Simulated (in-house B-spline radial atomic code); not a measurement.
## Ionising Cu¹⁶⁺ with different functionals

Computed with a B-spline radial code for spherical atoms: scalar-relativistic (spin-free X2C) Hamiltonian, Fermi nucleus of rms radius 3.8823 fm, spin-polarised at highest spin, spherical fractional occupations for the functionals. The ionisation energy is the difference of two self-consistent energies, [Ne] 3s2 3p1 → [Ne] 3s2, without Breit or QED terms; ε is the level of the shell that loses the electron (its least bound occupied spin orbital).

Hybrids are left out here: with spherical fractional occupations of an open shell their exact exchange keeps a self-interaction that integer-occupation calculations don't have.

```
           method      rung  ΔSCF (eV)  -ε(3p) (eV)
LDA exchange-only       LDA     552.09       533.90
             OLYP       GGA     554.29       536.68
             BLYP       GGA     554.23       536.05
           r2SCAN  meta-GGA     553.01       535.61
```

Task: How do they compare with the NIST value?

Result: NIST lists 553 eV ± 2.1 (semi-empirical, ground level to ground level). Errors run from -0.71 to +1.49 eV; all lie within about twice that uncertainty, so the table can't rank the methods.
